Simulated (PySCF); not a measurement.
# V⁺ (vanadium, charge +1) across methods

[Ar] 3d4, high-spin 5D determinant. Calculation: PySCF 2.14, in cc-pVQZ (8s7p5d3f2g1h, 104 functions); no relativity, point nucleus. The B2PLYP total includes its PT2 part (frozen core); its orbital energies are those of the SCF part.

```json
{"method": "PBE0", "E (hartree)": "-943.476", "mean ε 3p α (eV)": "-51.473", "mean ε 3p β (eV)": "-46.994", "mean ε 3d α (eV)": "-11.613", "Σ⟨r²⟩ (bohr²)": "22.45", "⟨S²⟩": "6.000"}
{"method": "revPBE", "E (hartree)": "-943.574", "mean ε 3p α (eV)": "-47.783", "mean ε 3p β (eV)": "-44.451", "mean ε 3d α (eV)": "-9.891", "Σ⟨r²⟩ (bohr²)": "22.82", "⟨S²⟩": "6.000"}
{"method": "B2PLYP", "E (hartree)": "-943.420", "mean ε 3p α (eV)": "-55.022", "mean ε 3p β (eV)": "-49.173", "mean ε 3d α (eV)": "-13.085", "Σ⟨r²⟩ (bohr²)": "22.03", "⟨S²⟩": "6.001"}
{"method": "LDA", "E (hartree)": "-941.511", "mean ε 3p α (eV)": "-47.784", "mean ε 3p β (eV)": "-44.610", "mean ε 3d α (eV)": "-10.098", "Σ⟨r²⟩ (bohr²)": "22.75", "⟨S²⟩": "6.000"}
{"method": "UHF", "E (hartree)": "-942.67577", "mean ε 3p α (eV)": "-61.421", "mean ε 3p β (eV)": "-52.898", "mean ε 3d α (eV)": "-15.957", "Σ⟨r²⟩ (bohr²)": "21.59", "⟨S²⟩": "6.001"}
{"method": "PW91", "E (hartree)": "-943.715", "mean ε 3p α (eV)": "-47.873", "mean ε 3p β (eV)": "-44.573", "mean ε 3d α (eV)": "-10.026", "Σ⟨r²⟩ (bohr²)": "22.80", "⟨S²⟩": "6.000"}
{"method": "wB97M-V", "E (hartree)": "-943.620", "mean ε 3p α (eV)": "-53.833", "mean ε 3p β (eV)": "-49.688", "mean ε 3d α (eV)": "-14.006", "Σ⟨r²⟩ (bohr²)": "22.65", "⟨S²⟩": "6.000"}
{"method": "PBE", "E (hartree)": "-943.438", "mean ε 3p α (eV)": "-47.820", "mean ε 3p β (eV)": "-44.499", "mean ε 3d α (eV)": "-9.954", "Σ⟨r²⟩ (bohr²)": "22.82", "⟨S²⟩": "6.000"}
```
